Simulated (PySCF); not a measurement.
CH7OPSi2

CH7OPSi2 is a carbene (divalent C1, bonded to 1 O + 1 P), neutral, triplet. The structure, one conformer, was relaxed in the gas phase by PBE0-D3(BJ)/def2-SVP. No frequency run checks that it is a minimum.

This triplet is an excited state: in a carbene with lone-pair donors on the centre (O, P) the singlet is known to lie well below it (the gap isn't computed here), so the molecule in its ground state shows no EPR spectrum.

SMILES: [SiH3]O[C]P[SiH3]

```
atom   x (Å)   y (Å)   z (Å)
  C1  -0.362   0.533   0.802
  O2  -0.968   1.514   0.167
 Si3  -0.426   2.380  -1.190
  P4   0.966  -0.525   0.243
 Si5   0.043  -2.553   0.672
  H6  -1.424   3.463  -1.378
  H7  -0.389   1.473  -2.372
  H8   0.933   2.929  -0.920
  H9   1.826  -0.494   1.387
 H10   1.119  -3.589   0.587
 H11  -0.598  -2.609   2.018
 H12  -0.979  -2.804  -0.385
```

EPR values by unrestricted B3LYP, IGLO-III on C O P Si, pcH-1 on H.

Problem. Predict g and the largest hyperfine couplings. Where does the spin sit?

Solution. g = 2.0012, 2.0027, 2.0030. The zero-field splitting dominates the spectrum: D = 0.54 cm⁻¹, |E| = 0.044 cm⁻¹ (spin-spin and spin-orbit parts, DFT, rough). The spin sits on C1 (77 %, bonded to 1 O + 1 P) by Mulliken populations.
| atom | isotope | isotropic (MHz) | dipolar, principal values (MHz) |
| --- | --- | --- | --- |
| C1 | 13C | 268.0 | -64.4, 20.1, 44.2 |
| P4 | 31P | -60.2 | -48.5, -45.9, 94.5 |
| O2 | 17O | -64.2 | -19.0, 0.9, 18.2 |
| Si5 | 29Si | -53.7 | -7.1, 3.2, 3.8 |
| H9 | 1H | 54.7 | -4.6, -1.4, 6.0 |
| Si3 | 29Si | -28.5 | -6.9, 2.9, 4.1 |

Problem. How do the isotropic couplings move with BHandHLYP?

Solution. C1 268.0 to 298.0 MHz, P4 -60.2 to -75.6 MHz, O2 -64.2 to -66.3 MHz, Si5 -53.7 to -49.5 MHz.

The 2 runs behind this took 3.2 min in all, one thread each of Intel Xeon Platinum 8259CL on a shared host, launched as `OMP_NUM_THREADS=1 python cluster_run.py task.json out`.
